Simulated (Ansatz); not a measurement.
Relaxation of CH5ClFNSi (10 atoms, charge 0, multiplicity 1), to a largest force component of 0.015 eV/Å in at most 40 steps.

Level of theory: RKS LDA/def2-SVP in Ansatz.

```xyz
10
Properties=species:S:1:pos:R:3
N -0.271 -1.313 -1.023
Si 0.098 -0.460 0.399
F 1.383 -1.195 0.926
C 0.509 1.349 0.192
Cl -1.048 2.176 -0.331
H -0.133 -0.599 -1.825
H 0.378 -2.022 -1.155
H -0.966 -0.715 1.337
H 0.767 1.816 1.174
H 1.202 1.534 -0.539
```

Q: Where does it end, and by what steps?

A: The forces met the threshold. The force dipped under the threshold on the way, but the program's further checks kept it going. After 14 steps the energy has fallen by 0.751 eV; H7 moved furthest, 0.77 Å.

| step | energy less start (eV) | largest force component (eV/Å) | accepted |
| --- | --- | --- | --- |
| 0 | 0.0000 | 3.892 | yes |
| 1 | -0.5063 | 1.240 | yes |
| 2 | -0.6067 | 0.530 | yes |
| 3 | -0.6324 | 0.531 | yes |
| 4 | -0.6750 | 0.535 | yes |
| 5 | -0.6859 | 0.341 | yes |
| 6 | -0.6353 | 2.308 | no |
| 7 | -0.7111 | 0.257 | yes |
| 8 | -0.7287 | 0.245 | yes |
| 9 | -0.7434 | 0.139 | yes |
| 10 | -0.7449 | 0.162 | yes |
| 11 | -0.7503 | 0.096 | yes |
| 12 | -0.7502 | 0.184 | no |
| 13 | -0.7507 | 0.012 | yes |
| 14 | -0.7509 | 0.014 | yes |

```xyz
10
Properties=species:S:1:pos:R:3
N -0.025 -1.141 -1.100
Si 0.265 -0.525 0.456
F 1.690 -1.032 1.056
C 0.429 1.331 0.233
Cl -0.829 1.943 -0.875
H -0.274 -0.455 -1.822
H -0.372 -2.081 -1.299
H -0.733 -0.914 1.507
H 0.345 1.875 1.198
H 1.425 1.568 -0.200
```

Whether the end is a true minimum wasn't checked by a vibrational analysis.

The run took 25 s on 2 threads of Arm Neoverse V2, on a shared host, peak memory 0.17 GiB.
